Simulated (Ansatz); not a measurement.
Isomers of C₆H₁₂S, relaxed with PBE0-D4/def2-TZVP in Ansatz; electronic energies, one conformer each and not always the lowest. Functionals use def2-TZVPP; CBS adds triple-zeta CCSD(T) − MP2 to the MP2 limit of def2-TZVPP and def2-QZVPP.

Order them by energy at frozen-core CCSD(T)/CBS, lowest first. (Estimate.)
A. `CSC1CCCC1`
B. `SC1CCCCC1`
C. `C1CCCSCC1`

B (0.0 kcal/mol), C (5.4 kcal/mol), A (6.6 kcal/mol).

How do r2SCAN-D4, HF/CBS(def2), PBE0-D4, ωB97M-V place them (kcal/mol, against `SC1CCCCC1`)? (Best estimate.)

Ansatz gave: 
| isomer | r2SCAN-D4 | HF/CBS(def2) | PBE0-D4 | ωB97M-V |
| --- | --- | --- | --- | --- |
| `C1CCCSCC1` | 4.9 | 6.1 | 4.9 | 5.4 |
| `CSC1CCCC1` | 6.2 | 5.5 | 6.2 | 6.5 |
